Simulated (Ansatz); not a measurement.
`C=[C](O)[SnH2][AlH2]` and `C=C(O)SC` differ in one atom or group.

Ansatz, PBE0-D4/def2-TZVP geometries, multiplicity 1. Each molecule was computed in one conformer, which needn't be the lowest.

Elements past krypton have def2 core potentials.

```tsv
property	`C=[C](O)[SnH2][AlH2]`
LUMO energy (B3LYP/def2-TZVPP) / eV	-1.64
HOMO–LUMO gap (ωB97M-V/def2-TZVPP) / eV	9.03
size of the dipole moment (B3LYP/def2-TZVPP) / D	1.56
size of the dipole moment (PBE/def2-TZVPP) / D	1.70
HOMO energy (ωB97M-V/def2-TZVPP) / eV	-8.64
HOMO energy (PBE/def2-TZVPP) / eV	-5.74
```

Question: Give the same properties after the change, and the shifts. (An estimate is asked.)

Answer: Computed: 
```
                                        property  `C=C(O)SC`  shift
             LUMO energy (B3LYP/def2-TZVPP) / eV       -0.22   1.42
         HOMO–LUMO gap (ωB97M-V/def2-TZVPP) / eV       10.84   1.81
size of the dipole moment (B3LYP/def2-TZVPP) / D        1.62   0.06
  size of the dipole moment (PBE/def2-TZVPP) / D        1.63  -0.07
           HOMO energy (ωB97M-V/def2-TZVPP) / eV       -8.81  -0.17
               HOMO energy (PBE/def2-TZVPP) / eV       -5.46   0.28
```

With PBE0 the HOMO rises by 0.07 eV and the LUMO rises by 1.48 eV, so the gap widens by about 1.41 eV. PBE moves the HOMO by 0.28 eV and ωB97M-V by -0.17 eV. Dipoles are sizes alone; their direction can turn.

B3LYP here is the variant with VWN-RPA as its local correlation; programs differ in this.
